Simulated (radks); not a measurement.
Results of a calculation; reference values are marked as such.
Isoelectronic series with 28 electrons, each ion in its NIST ground configuration. Level of theory: non-relativistic Kohn-Sham, r2SCAN, spin-polarised, spherical densities, point nucleus; open shells are filled with parallel spins first; meta-GGA in the generalised Kohn-Sham scheme (a radial shooting solver on a logarithmic mesh with Libxc functionals). Total energies (hartree) and mean radii <r> (bohr) (* marks an orbital that is empty in some or all of the ions):

ion   configuration  E (hartree)  4s down*  4s up*  3d down
Ni     [Ar] 3d8 4s2  -1508.21455     2.900   2.803    1.029
Cu+       [Ar] 3d10  -1640.22118     2.648   2.648    1.001
Zn2+      [Ar] 3d10  -1778.41567     2.253   2.253   0.8707
Ga3+      [Ar] 3d10  -1922.74193     1.987   1.987   0.7802
Ge4+      [Ar] 3d10  -2073.16394     1.790   1.790   0.7116
As5+      [Ar] 3d10  -2229.65933     1.636   1.636   0.6566
Se6+      [Ar] 3d10  -2392.21310     1.510   1.510   0.6110
Br7+      [Ar] 3d10  -2560.81462     1.405   1.405   0.5724
